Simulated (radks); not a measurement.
Be II, configuration [He] 2s1. Calculated with a radial shooting solver on a logarithmic mesh with Libxc functionals: non-relativistic Kohn-Sham, PBE, spin-polarised, spherical densities, point nucleus; open shells are filled with parallel spins first; hard spherical wall at 3 bohr.

Radial electron density D(r) = 4 pi r^2 rho(r):

r (bohr)  D(r) (e/bohr)  spin D(r)
0.02992          0.3203     0.0183
0.03267          0.3736     0.0213
0.03539          0.4290     0.0245
0.03864          0.4984     0.0284
0.0422           0.5776     0.0329
0.04608          0.6677     0.0380
0.05032          0.7697     0.0438
0.05495          0.8845     0.0502
0.06              1.013     0.0574
0.06552           1.156     0.0654
0.07098           1.299     0.0733
0.07751           1.470     0.0828
0.08464           1.657     0.0929
0.09242           1.857      0.104
0.1009            2.071      0.115
0.1102            2.295      0.127
0.1203            2.526      0.138
0.1314            2.762      0.150
0.1424            2.974      0.159
0.1555            3.202      0.169
0.1698            3.415      0.177
0.1854            3.608      0.183
0.2024            3.770      0.186
0.221             3.895      0.185
0.2414            3.974      0.181
0.2636            3.999      0.172
0.2855            3.971      0.160
0.3118            3.881      0.143
0.3405            3.728      0.121
0.3718            3.515     0.0962
0.406             3.248     0.0698
0.4434            2.937     0.0439
0.4841            2.596     0.0210
0.5287            2.241    0.00430
0.5727            1.920   -0.00274
0.6254            1.586    0.00168
0.6829            1.288     0.0219
0.7457            1.040     0.0604
0.8143           0.8492      0.119
0.8892           0.7211      0.197
0.971            0.6546      0.294
1.06             0.6437      0.406
1.149            0.6706      0.514
1.254            0.7229      0.629
1.37             0.7779      0.725
1.496            0.8137      0.786
1.633            0.8104      0.797
1.784            0.7549      0.749
1.948            0.6453      0.643
2.127            0.4934      0.492
2.304            0.3377      0.337
2.516            0.1737      0.174
2.747           0.04907     0.0491

D(r) has 2 maxima, at r = 0.261, 1.56 bohr, and minima at 1.04 bohr, inside which lie 2.06 electrons.
